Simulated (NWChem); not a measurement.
Isomers of C₃H₈N₂Si, each optimised at PBE0/def2-SVP with NWChem, gas phase unless a solvent is named. Flexible species stand in one conformer each, which need not be the lowest.  Relative energies count from the lowest isomer at each level and are electronic, without zero-point energy, on those geometries.

A: C[Si@]1(N)C=NC1
B: C=C1CN[Si@H]1N
C: CC#C[SiH](N)N

```csv
quantity,A,B,C
"relative energy, M06-2X/def2-SVP (kcal/mol)",15.0,5.5,0.0
"orbital gap (eV), PBE0/def2-SVP",6.07,6.47,(withheld)
"highest harmonic frequency (cm⁻¹), PBE0/def2-SVP",3729,3739,(withheld)
```

### Question
Some entries are withheld; supply them.

### Answer

- orbital gap (eV), PBE0/def2-SVP, C: 7.62
- highest harmonic frequency (cm⁻¹), PBE0/def2-SVP, C: 3724
